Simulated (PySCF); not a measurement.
**`C=C(OCC)C(C)=O`, C6H10O2**

Cartesian coordinates in Å; atom numbers follow the order of the lines, from 1:
```xyz
18

C    -0.532   -1.279   -1.589
C    -0.706   -0.441   -0.564
O     0.257    0.225    0.123
C     1.602    0.029   -0.267
C     2.479    0.872    0.644
C    -2.088   -0.156   -0.065
C    -2.161    0.802    1.090
O    -3.060   -0.668   -0.568
H     0.424   -1.537   -2.006
H    -1.402   -1.730   -2.029
H     1.732    0.332   -1.316
H     1.864   -1.034   -0.177
H     2.210    1.921    0.552
H     2.342    0.569    1.678
H     3.523    0.748    0.371
H    -3.195    0.949    1.387
H    -1.583    0.407    1.922
H    -1.714    1.750    0.801
```

Computed, not measured: PySCF, GIAO PBE0/pcSseg-1 magnetisability, rotational g tensor and spin-rotation constants, non-relativistic, gas phase. Geometry: GFN2-xTB.

(1) What are the magnetisability and the molar susceptibility?

(2) Split it along the inertial axes a, b, c into diamagnetic and paramagnetic parts about the centre of mass, with the quadrupole moment.

(3) And the rotational g tensor?

Results:

(1) Isotropic -1152 × 10⁻³⁰ J/T², or -69.4 × 10⁻⁶ cm³/mol; principal values -1380, -1116, -960 × 10⁻³⁰ J/T², anisotropy 368 × 10⁻³⁰ J/T² (root of half the summed squared differences of the principal values). The susceptibility is in cgs units.

(2) 
```tsv
axis	χ (10⁻⁶ cm³/mol)	diamagnetic (10⁻⁶ cm³/mol)	paramagnetic (10⁻⁶ cm³/mol)	summed x² of all electrons (Å²)	quadrupole Θ (D Å)
a	-58.6	-430.2	371.6	239.2	-5.57
b	-66.5	-1078.4	1011.9	86.4	+5.32
c	-83.1	-1381.7	1298.6	14.9	+0.26
```
Anisotropies 2χaa − χbb − χcc = +32.4 and 2χbb − χaa − χcc = +8.7 × 10⁻⁶ cm³/mol. Θ is traceless in Buckingham's convention.

(3) 
```
axis  rotational constant (GHz)        g  nuclear part  electronic part
   a                     3.9492  -0.0474        0.6421          -0.6895
   b                     1.2399  -0.0140        0.5754          -0.5894
   c                     0.9606  -0.0020        0.5840          -0.5860
```
Asymmetric top; isotopes 12C, 1H, 16O; no vibrational averaging.
